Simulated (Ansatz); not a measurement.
`Sc1cnc(-c2cnc(-c3cnc(-c4cnc(-c5cnc(-c6cnc(S)s6)s5)s4)s3)s2)s1` with charge +1. Total charge 1; doublet. Geometry PBE-D4/def2-SVP, that of the neutral singlet; atoms count from 1.

```tsv
atom	x (Å)	y (Å)	z (Å)
S1	2.7149	-9.0632	6.8671
C2	2.5156	-8.4466	5.2308
C3	2.7110	-9.1675	4.0544
N4	2.5001	-8.4904	2.8947
C5	2.1398	-7.2404	3.1107
C6	1.8505	-6.2875	2.0673
C7	1.9003	-6.5167	0.6874
N8	1.5861	-5.4688	-0.1090
C9	1.2825	-4.3918	0.5980
C10	0.9089	-3.1290	0.0141
C11	0.8089	-2.8408	-1.3513
N12	0.4389	-1.5787	-1.6725
C13	0.2365	-0.8389	-0.5932
C14	-0.1650	0.5412	-0.6210
C15	-0.4167	1.4400	0.4193
N16	-0.7841	2.6927	0.0582
C17	-0.8328	2.8151	-1.2627
C18	-1.1935	4.0325	-1.9397
C19	-1.2913	4.3197	-3.3028
N20	-1.6617	5.5824	-3.6284
C21	-1.8636	6.3165	-2.5416
C22	-2.2657	7.6985	-2.5783
C23	-2.5168	8.6050	-1.5525
N24	-2.8870	9.8622	-1.9274
C25	-2.9312	9.9576	-3.2406
S26	-3.3656	11.4177	-4.1191
S27	-2.5125	8.4920	-4.1234
S28	-1.5997	5.4613	-1.0182
S29	-0.4138	1.3458	-2.1515
S30	0.5042	-1.7019	0.9341
S31	1.3746	-4.6337	2.3532
S32	2.0376	-6.8180	4.8359
H33	2.3842	-7.9061	7.5046
H34	3.0173	-10.2238	4.0294
H35	2.1776	-7.4917	0.2629
H36	1.0175	-3.5895	-2.1282
H37	-0.3308	1.1795	1.4855
H38	-1.0866	3.5862	-4.0978
H39	-2.4323	8.3593	-0.4828
H40	-3.5564	12.1199	-2.9654
```

Single mean-field runs in def2-SVP are fitted with def2-universal-jkfit.

(1) Estimate the Mulliken populations of the heavy atoms from the PBE0/def2-SVP orbitals of Ansatz.

(2) Where does the spin sit?

(3) And the Mayer bond orders between heavy atoms (over 0.3)?

Results:

(1) 
```json
{"atom": "S1", "charge (e)": "0.14", "spin (α − β)": "0.08"}
{"atom": "C2", "charge (e)": "-0.23", "spin (α − β)": "0.09"}
{"atom": "C3", "charge (e)": "0.13", "spin (α − β)": "0.03"}
{"atom": "N4", "charge (e)": "-0.14", "spin (α − β)": "0.04"}
{"atom": "C5", "charge (e)": "-0.06", "spin (α − β)": "-0.01"}
{"atom": "C6", "charge (e)": "-0.10", "spin (α − β)": "0.10"}
{"atom": "C7", "charge (e)": "0.14", "spin (α − β)": "0.04"}
{"atom": "N8", "charge (e)": "-0.14", "spin (α − β)": "0.03"}
{"atom": "C9", "charge (e)": "-0.04", "spin (α − β)": "0.01"}
{"atom": "C10", "charge (e)": "-0.11", "spin (α − β)": "0.07"}
{"atom": "C11", "charge (e)": "0.15", "spin (α − β)": "0.07"}
{"atom": "N12", "charge (e)": "-0.15", "spin (α − β)": "0.02"}
{"atom": "C13", "charge (e)": "-0.02", "spin (α − β)": "0.02"}
{"atom": "C14", "charge (e)": "-0.12", "spin (α − β)": "0.05"}
{"atom": "C15", "charge (e)": "0.12", "spin (α − β)": "0.07"}
{"atom": "N16", "charge (e)": "-0.16", "spin (α − β)": "0.02"}
{"atom": "C17", "charge (e)": "-0.02", "spin (α − β)": "0.03"}
{"atom": "C18", "charge (e)": "-0.13", "spin (α − β)": "0.04"}
{"atom": "C19", "charge (e)": "0.13", "spin (α − β)": "0.07"}
{"atom": "N20", "charge (e)": "-0.16", "spin (α − β)": "0.01"}
{"atom": "C21", "charge (e)": "-0.01", "spin (α − β)": "0.04"}
{"atom": "C22", "charge (e)": "-0.16", "spin (α − β)": "0.02"}
{"atom": "C23", "charge (e)": "0.13", "spin (α − β)": "0.07"}
{"atom": "N24", "charge (e)": "-0.17", "spin (α − β)": "0.00"}
{"atom": "C25", "charge (e)": "-0.09", "spin (α − β)": "0.04"}
{"atom": "S26", "charge (e)": "0.11", "spin (α − β)": "0.05"}
{"atom": "S27", "charge (e)": "0.24", "spin (α − β)": "-0.02"}
{"atom": "S28", "charge (e)": "0.23", "spin (α − β)": "-0.02"}
{"atom": "S29", "charge (e)": "0.23", "spin (α − β)": "-0.02"}
{"atom": "S30", "charge (e)": "0.18", "spin (α − β)": "-0.02"}
{"atom": "S31", "charge (e)": "0.17", "spin (α − β)": "-0.02"}
{"atom": "S32", "charge (e)": "0.17", "spin (α − β)": "-0.01"}
```
Mulliken values depend strongly on the basis.

(2) Summed by element: S 0.02, C 0.88, N 0.12, H -0.02, of 1 unpaired in all. Largest on single atoms: C6 0.10, C2 0.09, S1 0.08.

(3) S1–C2 1.13 (1.76 Å); C2–C3 1.41 (1.39 Å); C2–S32 1.16 (1.74 Å); C3–N4 1.40 (1.36 Å); N4–C5 1.63 (1.32 Å); C5–C6 1.19 (1.44 Å); C5–S32 1.07 (1.78 Å); C6–C7 1.37 (1.40 Å); C6–S31 1.15 (1.74 Å); C7–N8 1.42 (1.35 Å); N8–C9 1.59 (1.32 Å); C9–C10 1.20 (1.44 Å); C9–S31 1.09 (1.77 Å); C10–C11 1.37 (1.40 Å); C10–S30 1.14 (1.75 Å); C11–N12 1.42 (1.35 Å); N12–C13 1.59 (1.32 Å); C13–C14 1.22 (1.44 Å); C13–S30 1.09 (1.77 Å); C14–C15 1.37 (1.40 Å); C14–S29 1.14 (1.75 Å); C15–N16 1.45 (1.35 Å); N16–C17 1.57 (1.33 Å); C17–C18 1.21 (1.44 Å); C17–S29 1.11 (1.77 Å); C18–C19 1.38 (1.40 Å); C18–S28 1.14 (1.75 Å); C19–N20 1.44 (1.36 Å); N20–C21 1.57 (1.33 Å); C21–C22 1.21 (1.44 Å); C21–S28 1.12 (1.77 Å); C22–C23 1.42 (1.39 Å); C22–S27 1.12 (1.75 Å); C23–N24 1.40 (1.36 Å); N24–C25 1.54 (1.32 Å); C25–S26 1.14 (1.76 Å); C25–S27 1.12 (1.76 Å).
